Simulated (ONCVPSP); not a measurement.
# Ce (Z = 58): one change to an ONCV potential, before and after

Ce (Z = 58), optimised norm-conserving Vanderbilt (ONCV), made with ONCVPSP 4.0.1 (PBEsol, scalar-relativistic). Core [Kr] 4d10 4f1, reference 5s2 5p6 5d1 6s2. Waves: 5s+6s: rc 2.45 bohr, ncon 4, nbas 7, qcut 5.6 1/bohr, 2 projectors; 5p: rc 1.75 bohr, ncon 5, nbas 8, qcut 3.7 1/bohr, 1 projector; 5d: rc 2.30 bohr, ncon 5, nbas 8, qcut 3.9 1/bohr, 2 projectors, debl 1.6 Ha. Local part: polynomial inside 1.55 bohr (lpopt 3, dvloc0 6 Ha). Core correction: Teter function, fcfact 3, rcfact 1.55.

All-electron outer shells of the reference configuration (PBEsol, scalar-relativistic, ld1.x):

```
shell  level (eV)  outermost node (bohr)  outermost maximum (bohr)
   5s      -40.61                   0.75                      1.37
   5p      -23.22                   0.81                      1.55
   4f       -5.42                      –                      0.71
   6s       -3.77                   1.82                      3.72
   5d       -3.07                   0.92                      2.18
```

Change: p: qcut 4.4.

Cutoffs: the cutoffs (Ha) at which the residual kinetic energy of the hardest occupied pseudo-wave falls to 1 and 0.1 mHa per electron; they do not see the model core or the augmentation charge, which bear on the density cutoff. Errors are all-electron minus pseudo energies relative to the spin-unpolarised reference configuration.

Q: What does the change do?

A: The potential gets softer (49 Ha and 61 Ha → 42 Ha and 58 Ha); the errors of the 4 common tests hardly move; neither file shows a bound ghost.

```csv
quantity,base,changed
"cutoff, loose",49 Ha,42 Ha
"cutoff, tight",61 Ha,58 Ha
loose cutoff by channel,"s 9.6 Ha, p 49 Ha, d 6.0 Ha","s 9.6 Ha, p 42 Ha, d 6.0 Ha"
bound ghosts,none,none
GHOST(+) flags under 300 eV,s at 203.1 eV,s at 203.1 eV
"error for 5s2 5p6 5d1 6s1, meV [ΔE 6.10 eV]",-2.0,-2.1
"error for 5s2 5p6 5d1 6s0, meV [ΔE 17.14 eV]",-6.9,-7.0
"error for 5s2 5p6 5d0 6s0, meV [ΔE 36.28 eV]",-35,-35
"error for 5s2 5p6 5d1 6s0 6p2, meV [ΔE 5.05 eV]",+30,+28
s: phases at 2.49 bohr within 0.05 rad from the reference energy up to (Ha; the scan ends near 5),4.8,4.8
p: phases at 1.77 bohr within 0.05 rad from the reference energy up to (Ha; the scan ends near 5),2.1,2.2
d: phases at 2.33 bohr within 0.05 rad from the reference energy up to (Ha; the scan ends near 5),2.9,2.9
"rms error of d²Exc/dni dnj with the model core, mHa",0.92,0.92
```
